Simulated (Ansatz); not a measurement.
Total energies of C2H6ClMoNO (`C[N]=[Mo]([CH3])(=[O])[Cl]`).

```xyz
12

C     0.0050   -2.2249    0.2220
N    -0.1634   -0.9066   -0.2705
Mo    0.4599    0.6237   -0.7376
C    -0.4893    1.9538    0.5850
O     2.0905    0.6460   -0.3609
Cl   -0.0300    1.0724   -2.9161
H    -0.2613   -2.9531   -0.5507
H    -0.6613   -2.3832    1.0764
H     1.0376   -2.4038    0.5430
H    -0.1100    2.9618    0.3907
H    -1.5649    1.9164    0.3882
H    -0.3127    1.6975    1.6305
```

Total charge 0; spin multiplicity 1. Correlated methods include outer-core shells of Mo, which these sets cover unevenly. Mo takes the def2 core potential. All single points use the PBE0-D4/def2-TZVP geometry. Basis def2-TZVPP, Ansatz 0.2.0.

RPA on PBE orbitals: Hartree–Fock energy of these orbitals -735.62152 Eh, correlation -2.37539 Eh (frozen core).

| functional | energy without D4 (Eh) | D4 term (kJ/mol) |
| --- | --- | --- |
| LDA (SPW92) | -735.13064 | – |
| revPBE | -738.37291 | -86.7 |
| BLYP | -738.37131 | -67.9 |
| r2SCAN | -738.34853 | -8.1 |
| B97M-V | -738.30370 | – |
| PBE0 | -738.02856 | -27.4 |
| B3LYP | -738.48301 | -51.3 |
| r2SCANh | -738.30206 | -8.7 |
| r2SCAN0 | -738.23449 | -9.7 |
| HSE06 (plane-wave form) | -738.00995 | -25.8 |
| BHLYP | -738.16091 | -42.0 |
| ωB97X-V | -738.24659 | – |
| ωB97M-V | -738.21960 | – |
| PBE-QIDH | -737.86197 | – |

**Question.** Give the same for PBE, CAM-B3LYP, LC-ωPBE, B2PLYP. (Best estimate.)

**Answer.** Computed: 
```json
{"functional": "PBE", "energy without D4 (Eh)": "-738.05259", "D4 term (kJ/mol)": "-31.9"}
{"functional": "CAM-B3LYP", "energy without D4 (Eh)": "-738.29810", "D4 term (kJ/mol)": "-28.2"}
{"functional": "LC-ωPBE", "energy without D4 (Eh)": "-738.17178", "D4 term (kJ/mol)": "–"}
{"functional": "B2PLYP", "energy without D4 (Eh)": "-738.07615", "D4 term (kJ/mol)": "–"}
```

B3LYP takes the VWN-RPA correlation (the form of Gaussian; ORCA's B3LYP/G). HSE06 is the plane-wave form, built on full-range PBE exchange. The double hybrids freeze the cores in their second-order part.

LC-ωPBE has ω = 0.4 bohr⁻¹.
